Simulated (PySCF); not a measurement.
Geometries of 2 isomers of CHNZn (singlet state), from PBE0-D3(BJ)/def2-SVP geometry optimisation, gas phase in PySCF. One conformer each, no zero-point energy, no frequencies.

Problem. Which is lower in electronic energy at this level?
A.
```xyz
4
angstrom
C     -1.970    0.585    0.996
N     -0.885    0.243    0.684
Zn     0.794   -0.312    0.189
H      2.181   -0.769   -0.220
```
B.
```xyz
4
angstrom
N     -1.881    0.721    1.205
C     -0.888    0.342    0.736
Zn     0.751   -0.292   -0.035
H      2.056   -0.797   -0.650
```

Solution. B. That is zinc hydride cyanide, `N#[C][ZnH]`, 5.7 kcal/mol below the other.

```json
{"SMILES": "N#[C][ZnH]", "atoms numbered as above": "[N:1]#[C:2][ZnH:3]", "E (Eh)": "-1872.13800", "relative (kcal/mol)": "0.0", "relative (kJ/mol)": "0.0", "dipole (D)": "3.49"}
{"SMILES": "[C-]#[N+][ZnH]", "atoms numbered as above": "[C-:1]#[N+:2][ZnH:3]", "E (Eh)": "-1872.12887", "relative (kcal/mol)": "5.7", "relative (kJ/mol)": "24.0", "dipole (D)": "3.88"}
```
